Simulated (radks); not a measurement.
The numbers below are computed, except where a source is named.
Spherical quantum dot in the effective-mass picture: electrons in a hard-walled sphere of radius 1.54, with a point charge +2 (a donor) at the centre, all in effective atomic units (hartree* = m*/eps^2 hartree, bohr* = eps/m* bohr), one dielectric constant everywhere. Level of theory: non-relativistic Kohn-Sham, PBEsol, spin-polarised, spherical densities (a radial shooting solver with Libxc functionals). Levels are named by radial order and angular momentum (1s, 1p, 1d, 2s, ...), and open shells are averaged over m. Results are scaled to m* = 0.272 and eps = 10.6, for which hartree* = 65.87 meV and bohr* = 2.062 nm.

N = 4, configuration 1s2 1p(up 2, down 0). This is the lowest configuration that the search found. Occupied and some empty levels:

level,occupation,eigenvalue (meV),<r> (nm)
1s up,1,147.92,1.355
1s down,1,160.50,1.331
1p up,2,336.21,1.845
1p down,0,354.28,1.841
2s up,0,506.90,1.598
2s down,0,518.61,1.615
1d up,0,523.74,2.047
1d down,0,542.68,2.047
1f up,0,742.75,2.175
1f down,0,761.52,2.177

Energy (meV): total 432.428, kinetic 896.95, external -877.61, Hartree 608.02, exchange-correlation -194.94.
